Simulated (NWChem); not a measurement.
System: C4H4OS; SMILES S1C=CC(=O)C1

```xyz
10

O     -0.2891     2.3699     0.0000
C     -0.0433     1.1723     0.0000
C      1.2707     0.5172     0.0000
C      1.2054    -0.8442     0.0000
S     -0.3896    -1.5590     0.0000
C     -1.1635     0.0975     0.0000
H      2.2024     1.0976     0.0000
H      2.0661    -1.5298     0.0000
H     -1.8023     0.2168     0.8978
H     -1.8023     0.2168    -0.8978
```
Atoms are numbered in this order, from 1.

Program: NWChem. The geometry was optimised at PBE-D3(BJ)/def2-SVP. Level: B3LYP/def2-SVP with COSMO at NWChem's default radii, gas-phase geometry; the question gives the dielectric constant.

Problem. Estimate the computed values for dielectric constant 78.4. Quantities: electrostatic solvation energy (kcal/mol); dipole in solution (D).

Solution. 
```yaml
electrostatic solvation energy (kcal/mol): -6.7
dipole in solution (D): 3.60
```
